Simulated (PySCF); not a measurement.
## Dipole response of Mn (manganese, neutral)

[Ar] 3d5 4s2, high-spin 6S determinant. All numbers are calculated (PySCF 2.14, the non-relativistic Hamiltonian (point nucleus), in aug-cc-pVQZ (9s8p6d4f3g2h, 140 functions)). Coupled (time-dependent) response in atomic units; α is the mean over directions.

| method | mean α (bohr³) | C₆ (like pair) | S(−4) |
| --- | --- | --- | --- |
| PBE | 75.86 | 724.4 | 3629 |

S(−4) is the Cauchy moment in α(ω) = α(0) + S(−4) ω² + …

Reference α: 68 ± 9 bohr³ (recommended; Schwerdtfeger and Nagle, table of static dipole polarizabilities (2023 update)). Published C₆: 552.0 (Chu and Dalgarno (2004); Tang, Norbeck and Certain (1976)).

α(iu) at PBE:

| u (hartree) | α(iu) (bohr³) |
| --- | --- |
| 0 | 75.86 |
| 0.0500 | 68.11 |
| 0.100 | 53.55 |
| 0.200 | 31.08 |
| 0.300 | 19.49 |
| 0.500 | 9.945 |
| 0.750 | 5.750 |
| 1.00 | 3.923 |
| 1.50 | 2.302 |
| 2.00 | 1.567 |
| 3.00 | 0.8863 |
| 5.00 | 0.4085 |

A single London oscillator, α(iu) = α/(1 + u²/ω²), gives C₆ = (3/4) ω α². Matching the computed C₆ needs ω = 4 × 724.4 / (3 × 75.86²) = 0.168 hartree.
